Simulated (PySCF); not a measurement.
Geometry:
```tsv
atom	x (Å)	y (Å)	z (Å)
Si1	0.271	-0.005	0.167
H2	0.400	0.235	1.642
H3	1.664	-0.247	-0.335
N4	-0.417	1.275	-0.781
C5	0.157	2.545	-1.196
C6	1.608	2.391	-1.627
C7	0.012	3.625	-0.126
H8	-1.423	1.339	-0.651
H9	-0.407	2.882	-2.087
H10	2.257	2.134	-0.774
H11	1.981	3.333	-2.055
H12	1.712	1.598	-2.381
H13	0.585	3.355	0.776
H14	0.376	4.602	-0.484
H15	-1.042	3.746	0.171
N16	-0.876	-1.288	-0.058
C17	-1.015	-2.551	0.650
C18	-0.822	-2.380	2.149
C19	-0.089	-3.632	0.094
H20	-1.172	-1.365	-1.028
H21	-2.056	-2.895	0.499
H22	0.218	-2.115	2.396
H23	-1.057	-3.319	2.673
H24	-1.476	-1.588	2.543
H25	0.966	-3.353	0.251
H26	-0.263	-4.605	0.581
H27	-0.243	-3.764	-0.988
```

Geometry: PBE0-D3(BJ)/def2-SVP; GIAO absolute shieldings from PySCF 2.14, gas phase, non-relativistic, averaged over equivalent atoms.

At PBE0/pcSseg-1 (250 basis functions, 2.1 min wall time on 1 thread of an Intel Xeon, shared host):
```json
{"atoms": "Si1", "σ (ppm)": "405.5"}
{"atoms": "H2/H3", "σ (ppm)": "26.02"}
{"atoms": "H9/H21", "σ (ppm)": "28.21"}
{"atoms": "H10/H11/H12/H13/H14/H15/H22/H23/H24/H25/H26/H27", "σ (ppm)": "30.12"}
{"atoms": "H8/H20", "σ (ppm)": "31.27"}
{"atoms": "N4/N16", "σ (ppm)": "211.9"}
{"atoms": "C5/C17", "σ (ppm)": "137.5"}
{"atoms": "C6/C7/C18/C19", "σ (ppm)": "156.3"}
```

Q: Predict the values at KT2/pcSseg-1 on the same geometry.

A: 
```json
{"atoms": "Si1", "σ at KT2/pcSseg-1": "418.2", "change": "+12.7"}
{"atoms": "H2/H3", "σ at KT2/pcSseg-1": "25.57", "change": "-0.45"}
{"atoms": "H9/H21", "σ at KT2/pcSseg-1": "27.88", "change": "-0.33"}
{"atoms": "H10/H11/H12/H13/H14/H15/H22/H23/H24/H25/H26/H27", "σ at KT2/pcSseg-1": "29.99", "change": "-0.13"}
{"atoms": "H8/H20", "σ at KT2/pcSseg-1": "31.06", "change": "-0.21"}
{"atoms": "N4/N16", "σ at KT2/pcSseg-1": "204.6", "change": "-7.3"}
{"atoms": "C5/C17", "σ at KT2/pcSseg-1": "132.9", "change": "-4.6"}
{"atoms": "C6/C7/C18/C19", "σ at KT2/pcSseg-1": "154.6", "change": "-1.7"}
```

The largest change is at Si1 (silicon bonded to 2 N, 2 H). Cost: 250 basis functions, 110 s wall time on 1 thread of an Intel Xeon, shared host.
